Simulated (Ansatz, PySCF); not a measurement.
CH9AlSi2, SMILES [CH3][Al]([SiH3])[SiH3]. Atoms are numbered in the order given.

```xyz
13

Al    -0.3585    -0.3639    -0.0506
C     -1.8243    -1.6635    -0.0930
H     -2.3473    -1.6905    -1.0631
H     -2.5783    -1.3751     0.6639
H     -1.4998    -2.6863     0.1598
Si    -0.4017     1.6658    -1.4152
H      0.7729     1.6975    -2.3455
H     -0.3021     2.8872    -0.5529
H     -1.6368     1.8037    -2.2494
Si     1.5728    -0.6554     1.4221
H      1.6746     0.4839     2.3901
H      2.8448    -0.6633     0.6300
H      1.5345    -1.9209     2.2206
```
Charge 0, spin multiplicity 1.

The structure is a stationary point at ωB97X-D3(BJ)/def2-SVP. The structure was generated by enumeration; whether it is a known compound was not checked.

Two levels are set side by side: PBE-D3(BJ)/def2-SVP (Ansatz, a quantum-chemistry and plane-wave program) and ωB97X-D3(BJ)/def2-SVP (PySCF). Each level has its own optimised geometry; the coordinates shown are those of the second. Differences are taken from unrounded values.

```tsv
quantity	ωB97X-D3(BJ)	PBE-D3(BJ)	PBE-D3(BJ) minus ωB97X-D3(BJ)
mean bond length (Å)	1.596	1.609	0.013
bond Al1–C2 (Å)	1.959	1.970	0.010
bond Al1–Si6 (Å)	2.446	2.469	0.023
bond Al1–Si10 (Å)	2.446	2.469	0.023
bond C2–H3 (Å)	1.102	1.109	0.007
bond C2–H4 (Å)	1.107	1.114	0.007
bond C2–H5 (Å)	1.102	1.109	0.007
bond Si6–H7 (Å)	1.499	1.512	0.013
bond Si6–H8 (Å)	1.498	1.511	0.013
bond Si6–H9 (Å)	1.497	1.510	0.013
bond Si10–H11 (Å)	1.499	1.512	0.013
bond Si10–H12 (Å)	1.499	1.512	0.013
bond Si10–H13 (Å)	1.497	1.510	0.013
```

GGA bonds tend to be longer and softer than those of functionals with exact exchange. Differences between two approximate levels are no errors against the true value.
